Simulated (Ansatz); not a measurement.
Gas-phase electronic energies from Ansatz, PBE0-D4/def2-TZVP geometries. CCSD(T)/CBS is the MP2 limit (def2-TZVPP, def2-QZVPP) plus CCSD(T) − MP2 in def2-TZVPP, frozen cores. This one scheme is used for every species. Functionals use def2-TZVPP. HSE06 is defined as in plane-wave codes. Each species was taken in one conformer, which may not be the lowest.

`O=C=[N][AlH][F]` + `N[SiH]1C=N1` → `O=C=[N][AlH2]` + `N[SiH]1N=C1F`  (redistribution)

CCSD(T)/CBS gives +54.2 kcal/mol.

Q: Another level gave +50.2 kcal/mol. Which?
A. PBE-QIDH/def2-TZVPP
B. HSE06-D4/def2-TZVPP
C. CCSD(T)/def2-TZVPP
D. LC-ωPBE/def2-TZVPP

A: D. LC-ωPBE 50.2, PBE-QIDH 51.7, HSE06-D4 49.0, CCSD(T)/def2-TZVPP 52.8 kcal/mol.

Largest T1 diagnostic among the species: 0.016.

At CCSD(T), def2-SVP lies −4.7 kcal/mol from the extrapolated value and def2-TZVPP −1.5 kcal/mol. From r2SCAN to r2SCAN0 (25 % exact exchange), in def2-TZVPP and without D4, ΔE moves by +0.9 kcal/mol.
